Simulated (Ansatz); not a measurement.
Species: CH$_{4}$O$_{4}$, SMILES `OC(O)(O)O` (charge 0, multiplicity 1).

Give a relaxed geometry from PBE-D3(BJ)/def2-TZVP (Ansatz, a program for electronic structure).

One answer among several that fit: the end point of this relaxation, one of several conformers (outside a Z-matrix the atoms follow the SMILES, hydrogens last).
Bonded distances (Å): O1–C2 1.400, O1–H6 0.975, C2–O3 1.400, C2–O4 1.400, C2–O5 1.400, O3–H7 0.975, O4–H8 0.975, O5–H9 0.975. Angles (°): C2–O1–H6 106.5, O1–C2–O3 107.1, O1–C2–O4 114.3, O1–C2–O5 107.1, O3–C2–O4 107.1, O3–C2–O5 114.3, O4–C2–O5 107.1, C2–O3–H7 106.5, C2–O4–H8 106.5, C2–O5–H9 106.5.
